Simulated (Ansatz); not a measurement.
```yaml
crystal:
  periodic: [false, false, false]
  atoms:
    - {symbol: S, position_ang: [-1.893538, -0.219042, -1.105436]}
    - {symbol: P, position_ang: [0.210700, 0.111885, -1.291516]}
    - {symbol: B, position_ang: [0.768174, 0.600008, 0.457367]}
    - {symbol: N, position_ang: [0.966572, -0.684979, 0.085403]}
    - {symbol: H, position_ang: [-2.112298, 0.395327, 0.070081]}
    - {symbol: H, position_ang: [0.883191, 1.341709, 1.372995]}
    - {symbol: H, position_ang: [1.238500, -1.612908, 0.365305]}
basis:
  gaussian: {orbitals: def2-mTZVPP, fitting: {mean_field: cc-pVTZ-jkfit}}
total_charge: -1
magnetization: {spin_polarized: true, initial_magnetization: 2}
hamiltonian: {xc: {name: PBE-QIDH}}
scf: {lower_state_search: off}
output: {forces: true}
```

```sh
$ ansatz run in.yaml --threads 2 --pin off --events-out ev --progress --plain --max-ram 4352MiB
```

Output, abridged:

```
Error: a molecule whose nuclei and cores have a total charge of 46 cannot have a net charge of -1 together with 2 unpaired electrons
```

**Question.** What is wrong with this run?

**Answer.** The number of unpaired electrons doesn't fit the electron count. The input was rejected before any iteration.
